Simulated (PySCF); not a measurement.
Bi(Me)2(OH) (C₂H₇BiO), SMILES [CH3][Bi]([CH3])[OH].

Coordinates come from a PBE0-D3(BJ)/def2-SVP optimisation. The structure was generated by enumeration; whether it is a known compound was not checked. The def2 effective core potentials stand for the cores of Bi; spin–orbit coupling is left out. The values are those of a single conformer.

The numbers are results of PBE0-D3(BJ)/def2-SVP in PySCF, not measurements.

Frequencies are harmonic and unscaled.

Q: Estimate the vibrational spectrum. (An estimate is asked for; the answer gives what the named calculation found.)

A: 
```csv
mode,ν (cm⁻¹),IR (km/mol),moving atoms (share of kinetic energy)
1,56,1.2,H 98 %
2,83,0.0,H 96 %
3,139,2.6,"H 38 %, O 31 %, C 28 %"
4,152,2.2,"C 46 %, H 31 %, O 21 %"
5,168,6.1,"C 41 %, H 28 %, O 21 %, Bi 11 %"
6,205,111.3,"H 76 %, O 22 %"
7,470,32.8,"C 74 %, H 19 %"
8,473,21.4,"C 75 %, H 19 %"
9,552,58.4,O 90 %
10,682,9.2,"H 88 %, C 12 %"
11,700,35.2,"H 85 %, C 14 %"
12,706,5.9,"H 83 %, C 16 %"
13,788,18.4,"H 81 %, C 19 %"
14,882,32.4,H 90 %
15,1177,1.1,"H 82 %, C 18 %"
16,1190,0.7,"H 83 %, C 17 %"
17,1418,6.6,H 95 %
18,1422,0.2,H 94 %
19,1426,3.7,H 95 %
20,1434,14.3,H 95 %
21,3062,9.4,H 98 %
22,3062,8.5,H 98 %
23,3183,0.0,"H 90 %, C 10 %"
24,3184,9.9,"H 90 %, C 10 %"
25,3194,4.0,"H 90 %, C 10 %"
26,3194,1.9,"H 90 %, C 10 %"
27,3871,32.3,H 94 %
```
